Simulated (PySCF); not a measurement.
[Cd(CH3)(Br)], neutral singlet in the gas phase. 

Cartesian coordinates (Å):
```xyz
6

Cd    -0.0499     0.1656     0.1124
C      0.5190    -0.8823     1.8395
H      1.2124    -0.2708     2.4350
H      1.0172    -1.8210     1.5568
H     -0.3697    -1.1133     2.4445
Br    -0.7072     1.3754    -1.8893
```
Charge 0, multiplicity 1.

All levels are single points at this geometry (r2SCAN-D4/def2-SVP); Pople sets use spherical d functions. Orbital energies aren't observables, and empty levels follow the basis.

| level | HOMO (eV) | LUMO (eV) | gap (eV) | dipole (D) | vertical IE, Delta-SCF (eV) |
|---|---|---|---|---|---|
| PBE-D3(BJ)/def2-TZVP in PySCF | -6.65 | -1.76 | 4.89 | 2.96 | – |
| TPSSh-D3(BJ)/def2-TZVP in PySCF | -7.22 | -1.27 | 5.94 | 3.03 | – |
| B3LYP/6-311+G** (LANL2DZ on Br, Cd) in PySCF | -7.53 | -1.35 | 6.18 | 3.19 | – |
| B3LYP/LANL2DZ in PySCF | -7.46 | -1.19 | 6.28 | 3.40 | – |
| BP86/6-31G* (LANL2DZ on Cd) in PySCF | -6.59 | -1.73 | 4.86 | 3.42 | – |
| SVWN5/6-31G* (LANL2DZ on Cd) in PySCF | -6.64 | -1.85 | 4.79 | 3.46 | – |
